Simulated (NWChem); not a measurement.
Molecule: C3H5BO; SMILES C#CBOC

```xyz
10

B     -0.5470    -0.0530     0.0000
C     -0.0926    -1.5162     0.0000
C      0.2127    -2.6948     0.0000
H      0.4912    -3.7336     0.0000
H     -1.7286     0.2261     0.0000
O      0.3780     0.9196     0.0000
C      0.0501     2.2855     0.0000
H     -1.0409     2.4435     0.0000
H      0.4842     2.7629     0.8917
H      0.4842     2.7629    -0.8917
```
Atoms are numbered in this order, from 1.

All runs: NWChem. Medium grid unless said otherwise, to which SCAN and Minnesota functionals are sensitive. All runs use the structure optimised with PBE0/def2-SVP.

For level BLYP/def2-SVP:

```yaml
highest occupied level (eV): -6.42
orbital gap (eV): 4.68
```

### Question
Estimate the same quantities for level M06-2X/def2-SVP.

### Answer
- highest occupied level (eV) = -9.15
- orbital gap (eV) = 9.13
